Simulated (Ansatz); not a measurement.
LaB6⁺. Total charge 1; quintet. Geometry B3LYP-D4/def2-SVP; atoms count from 1.

| atom | x (Å) | y (Å) | z (Å) |
| --- | --- | --- | --- |
| La1 | -1.016 | 1.975 | 2.624 |
| B2 | 0.836 | -1.161 | -1.352 |
| B3 | 0.795 | 0.450 | 1.405 |
| B4 | -0.614 | -0.250 | -0.917 |
| B5 | 0.923 | -0.389 | 0.052 |
| B6 | -0.402 | -1.138 | -2.287 |
| B7 | -0.521 | 0.513 | 0.475 |

In the def2 sets La takes a core potential; there is no spin–orbit coupling. At PBE0-D4/def2-TZVP a singlet of charge 1 lies 1.20 eV below the quintet, each at its own geometry. Another isomer (singlet) lies 0.10 eV lower at PBE0-D4/def2-TZVP.

(1) Estimate the Mulliken populations from the PBE0/def2-TZVP orbitals of Ansatz.

(2) Where does the spin sit?

(3) And the Mayer bond orders between heavy atoms (over 0.3)?

Results:

(1) 
```csv
atom,charge (e),spin (α − β),d electrons
La1,1.21,1.35,1.64
B2,0.10,0.27,–
B3,0.02,1.03,–
B4,-0.22,0.00,–
B5,-0.18,-0.07,–
B6,0.08,1.07,–
B7,-0.01,0.35,–
```
Mulliken values depend strongly on the basis.

(2) Summed by element: La 1.35, B 2.65, of 4 unpaired in all. Largest on single atoms: La1 1.35, B6 1.07, B3 1.03.

(3) La1–B3 0.60 (2.66 Å); La1–B7 0.52 (2.65 Å); B2–B4 0.61 (1.77 Å); B2–B5 1.06 (1.60 Å); B2–B6 1.40 (1.55 Å); B3–B5 1.14 (1.60 Å); B3–B7 0.82 (1.61 Å); B4–B5 0.57 (1.82 Å); B4–B6 0.95 (1.65 Å); B4–B7 1.21 (1.59 Å); B5–B7 0.71 (1.75 Å).
